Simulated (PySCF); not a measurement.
**Electronic structure of Mn (manganese, neutral) at the M06-L level**

Configuration: [Ar] 3d5 4s2, high-spin 6S determinant. All numbers are calculated (PySCF 2.14, the spin-free X2C one-electron Hamiltonian (Gaussian nucleus), in x2c-SVPall).

```json
{
 "Total energy": "-1158.294 hartree",
 "One-electron energy": "-1594.357 hartree",
 "Hartree (Coulomb) energy": "488.580 hartree",
 "Exchange-correlation energy": "-52.517 hartree",
 "⟨S²⟩": "8.7567",
 "⟨L²⟩": "0.000",
 "Sum of ⟨r⟩": "21.47 bohr",
 "Sum of ⟨r²⟩": "39.88 bohr²",
 "Langevin diamagnetic susceptibility": "-31.6 ×10⁻⁶ cm³/mol",
 "Time after the integrals": "0.5 s of wall time on 1 thread of AMD EPYC 9R45 96-Core Processor (shared host)"
}
```

```tsv
shell	electrons	mean orbital energy (eV)	rms radius, mean of both spins (bohr)
1s α	1	-6444.3	0.0704
1s β	1	-6444.2	0.0704
2s α	1	-754.32	0.302
2s β	1	-751.50	0.302
2p α	3	-636.49	0.273
2p β	3	-634.40	0.273
3s α	1	-91.874	0.916
3s β	1	-84.838	0.916
3p α	3	-58.797	0.989
3p β	3	-51.924	0.989
3d α	5	-8.495	1.36
4s α	1	-5.440	3.35
4s β	1	-4.504	3.35
```

Densities and radii are taken from the X2C orbitals without a picture-change correction, which distorts them close to the nucleus.
